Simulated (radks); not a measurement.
Results of a calculation; reference values are marked as such.
Neutral zinc inside a hard spherical wall (all orbitals vanish at R), configuration held at [Ar] 3d10 4s2 and not refilled when levels cross. Level of theory: non-relativistic Kohn-Sham, LDA (Slater exchange, Perdew-Wang correlation), spin-unpolarised, spherical densities, point nucleus (a radial shooting solver on a logarithmic mesh with Libxc functionals). Eigenvalues in eV, with the zero of energy where the potential of the charges vanishes at infinity; a dash marks a level that is unbound or too diffuse for the functional's potential to be trusted. A positive occupied level is held by the wall or, in an anion where self-interaction has pushed it up, behind a barrier. The pressure on the wall is -dE/dV.

R (bohr)	E (hartree)	kinetic (hartree)	e(3s)	e(3p)	e(3d)	e(4s)	e(4p, empty)	e(5s, empty)	pressure (GPa)
free	-1776.56148	1774.691	-124.43	-82.238	-10.851	-6.061	-1.275	-0.018	0
20	-1776.56148	1774.691	-124.43	-82.238	-10.851	-6.061	-1.275	0.107	< 0.0001
15	-1776.56148	1774.691	-124.43	-82.238	-10.851	-6.061	-1.272	0.327	< 0.0001
12	-1776.56147	1774.691	-124.43	-82.237	-10.850	-6.060	-1.254	0.759	0.000167
10	-1776.56137	1774.692	-124.42	-82.226	-10.840	-6.051	-1.192	1.503	0.00329
6	-1776.54376	1774.805	-123.74	-81.544	-10.172	-5.379	0.288	9.491	1.44
3	-1775.55161	1778.498	-113.35	-71.256	-0.129	10.719	21.906	84.137	420
2.5	-1774.19897	1783.021	-105.17	-63.194	8.136	27.527	41.810	143.04	1610
